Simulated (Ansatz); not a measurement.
Coupled-cluster diagnostics for La₄⁺, Ansatz.

Geometry of the doublet (r2SCAN-D4/def2-SVP):

Cartesian coordinates in Å:
```
La 1.429 0.792 1.447
La -1.883 0.959 0.268
La 0.738 0.337 -2.026
La -0.284 -2.088 0.311
```

In the def2 sets La takes a core potential; there is no spin–orbit coupling. Correlated methods freeze no core orbitals; core or outer-core shells of La are correlated, in sets that lack core-valence functions. In CCSD on the charge 1 doublet the largest single amplitude is 0.27, so its Hartree–Fock determinant may place the open shell otherwise than the density functionals do. No other spin state of charge 1 was run. The geometry of the doublet was relaxed on an unsound state (⟨S²⟩ 3.75, where a pure state has 0.75). Another isomer (doublet) lies 0.03 eV lower at PBE0-D4/def2-TZVP; other spin states weren't run for this one.

Question: Estimate the CCSD(T) correlation energy, the shares of MP2 and (T), T1 and the reference's ⟨S²⟩ for: charge 1, doublet, own geometry in def2-SVP; and the rough time on 4 threads of Arm Neoverse V2 on a shared host.

Answer: 
```tsv
state	basis	correlation (eV)	MP2 share (%)	(T) share (%)	T1	⟨S²⟩ (pure)	wall time	remarks
charge 1, doublet, own geometry	def2-SVP	-19.715	90.6	7.2	0.090	4.58 (0.75)	4.2 min	flagged by the program, large T1 (0.090), spin-contaminated (⟨S²⟩ 4.58)
```
Customary marks for T1 are 0.02 (closed shells), 0.045 (open shells) and about 0.05 (3d metals). T1 exceeds 0.02 in 1 of 1 rows and 0.045 in 1; the higher it lies, the less the single-reference result can be trusted.
